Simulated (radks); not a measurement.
Charge is removed step by step from the 5s down level of the neodymium ion Nd+, starting from [Kr] 4d10 4f4 5s(up 1, down 1) 5p6 6s1. Calculated with a radial shooting solver on a logarithmic mesh with Libxc functionals: scalar-relativistic Kohn-Sham, r2SCAN, spin-polarised, spherical densities, finite nucleus; open shells are filled with parallel spins first (spin-orbit coupling, left out, can overturn this in heavy ions); meta-GGA in the generalised Kohn-Sham scheme; Fermi nuclear charge, rms radius 4.9123 fm.

removed (e)  E - E(0) (eV)  eigenvalue (eV)  E minus straight line (eV)
0                    0.000          -46.105                       0.000
0.25                11.856          -48.815                      -1.044
0.5                 24.398          -51.593                      -1.401
0.75                37.641          -54.424                      -1.057
1                   51.597          -57.294                       0.000

Removing the whole electron costs 51.597 eV by Delta-SCF, against 46.105 eV from minus the eigenvalue at the starting occupation. Slater's transition state (half an electron removed) gives 51.593 eV. Integrating minus the eigenvalue over the occupation (Janak's theorem) gives 51.628 eV. In this scalar-relativistic scheme the density is built from large components alone, so the theorem holds only approximately. The mean slope of the eigenvalue, de/dn, is 11.2 eV per electron.
